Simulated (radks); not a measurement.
Results of a calculation; reference values are marked as such.
The vanadium anion V- inside a hard spherical wall (all orbitals vanish at R), configuration held at [Ar] 3d4 4s2 and not refilled when levels cross. Code: a radial shooting solver on a logarithmic mesh with Libxc functionals. Model: scalar-relativistic Kohn-Sham, LDA (Slater exchange, VWN5 correlation), spin-polarised, spherical densities, finite nucleus; open shells are filled with parallel spins first; Fermi nuclear charge, rms radius 3.6002 fm. Eigenvalues in eV for spin up, with the zero of energy where the potential of the charges vanishes at infinity; a dash marks a level that is unbound or too diffuse for the functional's potential to be trusted. A positive occupied level is held by the wall or, in an anion where self-interaction has pushed it up, behind a barrier. The pressure on the wall is -dE/dV.

R (bohr) = 20: E (hartree) -947.19661; kinetic (hartree) 955.436; e(3s) -62.056; e(3p) -36.302; e(4s) 0.151; e(3d) 1.582; e(4p, empty) -; e(5s, empty) -; pressure (GPa) 0.000466
R (bohr) = 15: E (hartree) -947.19561; kinetic (hartree) 955.440; e(3s) -61.888; e(3p) -36.134; e(4s) 0.284; e(3d) 1.746; e(4p, empty) 2.390; e(5s, empty) 2.874; pressure (GPa) 0.00468
R (bohr) = 10: E (hartree) -947.18570; kinetic (hartree) 955.480; e(3s) -61.194; e(3p) -35.438; e(4s) 0.828; e(3d) 2.416; e(4p, empty) 3.385; e(5s, empty) 5.773; pressure (GPa) 0.139
R (bohr) = 7: E (hartree) -947.12827; kinetic (hartree) 955.689; e(3s) -59.274; e(3p) -33.525; e(4s) 2.429; e(3d) 4.207; e(4p, empty) 5.781; e(5s, empty) 13.030; pressure (GPa) 2.26
R (bohr) = 6: E (hartree) -947.05529; kinetic (hartree) 955.930; e(3s) -57.670; e(3p) -31.938; e(4s) 3.925; e(3d) 5.678; e(4p, empty) 7.858; e(5s, empty) 19.228; pressure (GPa) 7.03
R (bohr) = 4: E (hartree) -946.38813; kinetic (hartree) 957.882; e(3s) -49.556; e(3p) -24.019; e(4s) 14.118; e(3d) 13.334; e(4p, empty) 20.931; e(5s, empty) 56.069; pressure (GPa) 120
R (bohr) = 2.5: E (hartree) -942.02588; kinetic (hartree) 970.468; e(3s) -27.639; e(3p) -2.295; e(4s) 64.646; e(3d) 37.664; e(4p, empty) 78.387; e(5s, empty) 197.10; pressure (GPa) 3030
R (bohr) = 2: E (hartree) -934.85440; kinetic (hartree) 990.773; e(3s) -5.549; e(3p) 20.962; e(4s) 133.11; e(3d) 64.339; e(4p, empty) 149.67; e(5s, empty) 356.18; pressure (GPa) 14000
R (bohr) = 1.5: E (hartree) -910.72148; kinetic (hartree) 1052.058; e(3s) 52.859; e(3p) 82.887; e(4s) 323.52; e(3d) 129.69; e(4p, empty) 337.01; e(5s, empty) 752.37; pressure (GPa) 92300
